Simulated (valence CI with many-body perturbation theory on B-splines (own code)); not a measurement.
**Tm18+: calculated level list**

Level of theory: configuration interaction combined with many-body perturbation theory (CI+MBPT): five valence electrons over a frozen Dirac-Fock core [Kr] 4d10, radial functions for each j: 7 s, 7 p, 7 d, 7 f, 4 g, 2 h, with the one-electron correlation potential Σ1, the two-electron term Σ2, the three-electron term Σ3, Breit, model QED; selected CI, second order for the rest, scaled by the run's own slope (own B-spline code, finite nucleus).

No measured spectrum was set against this ion. As an estimate, terms of the open shell hold to a few per cent of their energy, and close levels can change places. Among the levels kept, up to 1100 cm⁻¹ of a level comes from second order outside the variational space, and about a tenth of that is noise between levels of different J, which matters for small intervals.

Levels 91 to 135 of 195, with energies above the lowest level, 4f5 6H°_5/2. "Leading %" is the weight of the configuration and term that name the level; weights of strongly mixed levels are sums over their largest components and can fall short.

| No. | Configuration | Term | J | E (eV) | Leading % | g | Second component |
| --- | --- | --- | --- | --- | --- | --- | --- |
| 91 | 4f5 | 2G° | 9/2 | 11.611 | 36 | 1.023 | 30 % 4f5 2H° |
| 92 | 4f5 | 2K° | 15/2 | 11.680 | 40 | 1.031 | 38 % 4f5 2L° |
| 93 | 4f5 | 2H° | 9/2 | 11.741 | 40 | 1.049 | 38 % 4f5 2G° |
| 94 | 4f5 | 2D° | 3/2 | 11.812 | 35 | 1.204 | 29 % 4f5 2P° |
| 95 | 4f5 | 2L° | 17/2 | 11.977 | 91 | 1.062 | 6 % 4f5 4K° |
| 96 | 4f5 | 4H° | 7/2 | 12.039 | 51 | 0.830 | 28 % 4f5 4G° |
| 97 | 4f5 | 4G° | 9/2 | 12.183 | 48 | 1.059 | 28 % 4f5 4H° |
| 98 | 4f5 | 2H° | 11/2 | 12.230 | 59 | 1.043 | 16 % 4f5 2I° |
| 99 | 4f5 | 2D° | 5/2 | 12.287 | 23 | 1.137 | 23 % 4f5 4P° |
| 100 | 4f5 | 4H° | 13/2 | 12.360 | 53 | 1.109 | 37 % 4f5 4K° |
| 101 | 4f5 | 4G° | 11/2 | 12.363 | 43 | 1.167 | 29 % 4f5 2H° |
| 102 | 4f5 | 2D° | 5/2 | 12.375 | 66 | 1.129 | 11 % 4f5 4F° |
| 103 | 4f5 | 2I° | 13/2 | 12.446 | 60 | 1.054 | 18 % 4f5 2K° |
| 104 | 4f5 | 4P° | 1/2 | 12.548 | 74 | 2.022 | 18 % 4f5 4D° |
| 105 | 4f5 | 4K° | 11/2 | 12.556 | 39 | 0.970 | 23 % 4f5 2H° |
| 106 | 4f5 | 4K° | 15/2 | 12.706 | 85 | 1.083 | 5 % 4f5 2K° |
| 107 | 4f5 | 2F° | 7/2 | 12.881 | 59 | 1.058 | 32 % 4f5 2G° |
| 108 | 4f5 | 4K° | 17/2 | 12.921 | 89 | 1.162 | 9 % 4f5 2L° |
| 109 | 4f5 | 2I° | 13/2 | 13.010 | 46 | 1.043 | 33 % 4f5 4K° |
| 110 | 4f5 | 2H° | 9/2 | 13.051 | 62 | 0.972 | 25 % 4f5 2G° |
| 111 | 4f5 | 2K° | 15/2 | 13.130 | 53 | 1.029 | 34 % 4f5 2L° |
| 112 | 4f5 | 2F° | 5/2 | 13.216 | 49 | 1.085 | 17 % 4f5 4P° |
| 113 | 4f5 | 2D° | 3/2 | 13.422 | 38 | 1.075 | 20 % 4f5 2P° |
| 114 | 4f5 | 2H° | 9/2 | 13.480 | 60 | 0.953 | 18 % 4f5 2G° |
| 115 | 4f5 | 2F° | 7/2 | 13.589 | 50 | 1.177 | 23 % 4f5 4D° |
| 116 | 4f5 | 2I° | 11/2 | 13.754 | 45 | 1.021 | 38 % 4f5 2H° |
| 117 | 4f5 | 4F° | 3/2 | 13.762 | 27 | 1.053 | 24 % 4f5 4D° |
| 118 | 4f5 | 2F° | 5/2 | 13.913 | 60 | 0.977 | 14 % 4f5 4P° |
| 119 | 4f5 | 2K° | 13/2 | 13.994 | 68 | 0.981 | 25 % 4f5 2I° |
| 120 | 4f5 | 4D° | 1/2 | 14.039 | 67 | 0.701 | 24 % 4f5 4P° |
| 121 | 4f5 | 2H° | 9/2 | 14.119 | 63 | 0.967 | 25 % 4f5 2G° |
| 122 | 4f5 | 2H° | 11/2 | 14.353 | 56 | 1.052 | 17 % 4f5 2I° |
| 123 | 4f5 | 2K° | 15/2 | 14.396 | 93 | 1.064 |  |
| 124 | 4f5 | 4F° | 5/2 | 14.650 | 33 | 1.251 | 28 % 4f5 4D° |
| 125 | 4f5 | 4H° | 7/2 | 14.747 | 48 | 0.940 | 17 % 4f5 2F° |
| 126 | 4f5 | 4H° | 7/2 | 14.798 | 32 | 1.071 | 30 % 4f5 4D° |
| 127 | 4f5 | 2P° | 1/2 | 14.853 | 81 | 0.579 | 17 % 4f5 4D° |
| 128 | 4f5 | 4H° | 13/2 | 14.888 | 79 | 1.178 | 13 % 4f5 2K° |
| 129 | 4f5 | 4H° | 9/2 | 15.005 | 84 | 0.978 | 5 % 4f5 2H° |
| 130 | 4f5 | 2D° | 3/2 | 15.017 | 44 | 1.098 | 25 % 4f5 4D° |
| 131 | 4f5 | 4H° | 11/2 | 15.068 | 74 | 1.097 | 14 % 4f5 2I° |
| 132 | 4f5 | 2P° | 3/2 | 15.127 | 28 | 1.335 | 23 % 4f5 2D° |
| 133 | 4f5 | 2D° | 5/2 | 15.535 | 38 | 1.190 | 36 % 4f5 4D° |
| 134 | 4f5 | 4D° | 7/2 | 15.576 | 56 | 1.289 | 23 % 4f5 4F° |
| 135 | 4f5 | 4F° | 3/2 | 15.707 | 63 | 0.628 | 23 % 4f5 2D° |

Names give the largest LS component (configuration and term), which can be under half, so a name can repeat, a term be missing and a line seem to break the LS rules; names also repeat where a configuration has a term twice.

Where two levels of one J and parity lie close, their mixing, g and order are uncertain.
